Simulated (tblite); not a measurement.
Compound: C₅H₆OP₃ (charge -1).
SMILES with atom numbers: `[CH2:1]=[CH:2][c:3]1[p:4][p:5][c:6]([O:7][CH3:8])[p-:9]1` (hydrogens: H10, H11 on C1; H12 on C2; H13, H14, H15 on C8)

Structure used (GFN2-xTB), in Å, numbered top down from 1:
```
atom  x, y, z in Å
C1     3.4954    0.5693    0.7122
C2     2.8274   -0.1830   -0.1617
C3     1.3939   -0.2816   -0.2736
P4     0.7809   -1.3114   -1.5478
P5    -1.2675   -1.0629   -1.2413
C6    -1.1712    0.0247    0.1181
O7    -2.2866    0.5223    0.7508
C8    -3.5110    0.1165    0.2247
P9     0.3227    0.5912    0.8154
H10    2.9708    1.1828    1.4273
H11    4.5743    0.5950    0.7392
H12    3.3793   -0.7892   -0.8737
H13   -3.6208    0.4461   -0.8170
H14   -3.6021   -0.9776    0.2390
H15   -4.2899    0.5658    0.8438
```

Computed geometry: GFN2-xTB, gas phase.

Masses are those of the commonest isotopes; rigid-rotor values at the optimised geometry. The values belong to one conformer with, in the numbering `[CH2:1]=[CH:2][c:3]1[p:4][p:5][c:6]([O:7][CH3:8])[p-:9]1`, C1–C2–C3–P4 178°, P5–C6–O7–C8 -1°.

Task: What are A, B and C (MHz)?

Result: Ia = 257.37, Ib = 673.59, Ic = 927.75 u·Å²; 505379 MHz·u·Å²/I gives A = 1964, B = 750.3, C = 544.7 MHz.

Task: Classify the top.

Result: An asymmetric top; Ray's κ = -0.710.

Task: What does the inertial defect say?

Result: Not planar: Δ = Ic − Ia − Ib = -3.21 u·Å². For a rigid frame Δ = −2 Σ m c², so Σ m c² = 1.60 u·Å² lies off the ab plane: 1.59 from hydrogen and 0.02 from heavier atoms. The atom farthest from that plane is 0.92 Å away.

Task: Where do the levels up to J = 5 lie, in cm⁻¹?

Result: Above 0(0,0):
J = 1: 1(0,1) 0.0432, 1(1,1) 0.0837, 1(1,0) 0.0905
J = 2: 2(0,2) 0.1288, 2(1,2) 0.1632, 2(1,1) 0.1838, 2(2,1) 0.3052, 2(2,0) 0.3060
J = 3: 3(0,3) 0.2553, 3(1,3) 0.2820, 3(1,2) 0.3231, 3(2,2) 0.4348, 3(2,1) 0.4387, 3(3,1) 0.6548, 3(3,0) 0.6548
J = 4: 4(0,4) 0.4206, 4(1,4) 0.4397, 4(1,3) 0.5078, 4(2,3) 0.6070, 4(2,2) 0.6183, 4(3,2) 0.8290, 4(3,1) 0.8294, 4(4,1) 1.1350, 4(4,0) 1.1350
J = 5: 5(0,5) 0.6231, 5(1,5) 0.6356, 5(1,4) 0.7368, 5(2,4) 0.8212, 5(2,3) 0.8460, 5(3,3) 1.0472, 5(3,2) 1.0488, 5(4,2) 1.3528, 5(4,1) 1.3528, 5(5,1) 1.7463, 5(5,0) 1.7463
The levels of one J sum to (2J + 1)J(J + 1)(A + B + C)/3.

Its GFN2-xTB frequencies are all real (lowest 65 cm⁻¹). Constants of a rigid frame at the computed geometry: no zero-point averaging, no centrifugal distortion.
